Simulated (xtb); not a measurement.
C3H10OSi2, SMILES C[Si@H]1CO[C@H]1[SiH3]. All values are semi-empirical tight-binding results from xtb (GFN2-xTB unless named), good for trends rather than for accurate numbers. Geometry optimised at GFN2-xTB. The structure was generated by enumeration; whether it is a known compound was not checked.

Computed properties:
The orbital gap is 4.11 eV, the dipole moment is 2.76 D and the zero-point energy is 72.4 kcal/mol. The G − E(el) at 298.15 K (modified RRHO) comes out as 50.8 kcal/mol. The static polarisability (D4 model) comes out as 94.6 bohr³ and the solvation energy, GFN2-xTB/ALPB(water) is -1.9 kcal/mol. The solvation energy, GFN2-xTB/ALPB(chcl3) is -6.8 kcal/mol.
